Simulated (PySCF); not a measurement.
Be(Et)(SiH3) (C2H8BeSi), SMILES C[CH2][Be][SiH3]. Atoms are numbered in the order given.

```xyz
12

Be     0.2438    -0.2091    -0.0146
C     -0.1903    -1.2031    -1.3036
C     -1.5139    -0.8930    -2.0156
H     -0.2023    -2.2494    -0.9356
H      0.6400    -1.1867    -2.0387
H     -1.5217     0.1221    -2.4447
H     -2.3739    -0.9536    -1.3290
H     -1.7183    -1.5909    -2.8444
Si     0.8222     1.0744     1.6621
H      0.3604     0.5320     2.9836
H      0.2453     2.4556     1.5448
H      2.3103     1.2428     1.7675
```
Charge 0, spin multiplicity 1.

Geometry: PBE0-D3(BJ)/def2-SVP. The structure was generated by enumeration; whether it is a known compound was not checked. Other conformers were not sampled.

These are M06-2X/def2-TZVP run with PySCF values and carry that method's errors.

Atomic charges (e):

```csv
atom,IAO,Löwdin
Be1,1.25,0.10
C2,-0.96,-0.44
C3,-0.40,-0.34
H4,0.13,0.15
H5,0.13,0.15
H6,0.13,0.12
H7,0.13,0.12
H8,0.13,0.12
Si9,-0.21,0.11
H10,-0.11,-0.03
H11,-0.11,-0.03
H12,-0.11,-0.03
```
